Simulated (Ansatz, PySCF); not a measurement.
Spin gap between two states, R1 and P1; the higher of the two is an excited state, each structure at its B3LYP-D3(BJ)/def2-TZVP stationary point, reached from a drawn start (curvature not checked).
R1, C4H6 (SMILES [CH2]C([CH2])=C) (charge 0, multiplicity 3):
```tsv
atom	x (Å)	y (Å)	z (Å)
C	0.0000	0.0000	0.0000
C	1.4092	0.0000	0.0000
H	1.9661	0.9264	0.0000
H	1.9661	-0.9264	0.0000
C	-0.7046	1.2204	0.0000
H	-1.7853	1.2396	0.0000
H	-0.1808	2.1659	0.0000
C	-0.7046	-1.2204	0.0000
H	-0.1808	-2.1659	0.0000
H	-1.7853	-1.2396	0.0000
```
P1, C4H6 (SMILES [CH2]C([CH2])=C) (charge 0, multiplicity 1):
```xyz
10

C     -0.1197     0.0000     0.2202
C      1.3121     0.0000    -0.0228
H      2.0859     0.0000     0.7373
H      1.6187     0.0000    -1.0575
C     -0.6817     1.2482     0.0795
H     -1.6534     1.4018    -0.3795
H     -0.1133     2.1230     0.3614
C     -0.6817    -1.2482     0.0795
H     -0.1133    -2.1230     0.3614
H     -1.6534    -1.4018    -0.3795
```

P less R. No zero-point or thermal terms; singlets are restricted closed shells; open shells are unrestricted.

Correlated levels freeze the cores.

Codes used: Ansatz (a quantum-chemistry and plane-wave program); PySCF for the D3/D4 terms. No computed number here is a measurement.

Estimate the spin gap that BLYP/def2-TZVPP returns for this input.

0.96 eV

Estimate the spin gap that B3LYP-D3(BJ)/def2-TZVPP returns for this input.

1.37 eV

Give the spin gap at the level CCSD(T)/cc-pVTZ.

1.00 eV

Doubts at one or more of the structures used: a spin-contaminated determinant (CCSD(T)/cc-pVTZ).
